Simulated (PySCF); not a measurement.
**Name the molecule from its bond curve**

A diatomic of charge 0 contains K. Its singlet curve at PBE0 in a double-zeta basis (scalar-relativistic core potentials, PySCF), in eV from the separated fragments:

(R (Å), E (eV)): (3.575, -0.364), (3.741, -0.427), (3.908, -0.464), (4.032, -0.479), (4.157, -0.483), (4.282, -0.479), (4.448, -0.463), (4.656, -0.430), (4.905, -0.376), (5.238, -0.290)

The fit gives ωe = 74.2 cm⁻¹ and the rotational constant Bₑ = 0.03653 cm⁻¹.

Question: Which atom is the partner?

Answer: The minimum lies at 4.157 Å, so the reduced mass is 16.8576 u Å² cm⁻¹/(Bₑ·Re²) = 26.70 u. With K at 38.96 u the partner weighs about 84.8 u: Rb. The molecule is KRb.

Closed-shell solutions of metal pairs were not tested for spin polarisation, which can lower them a little.
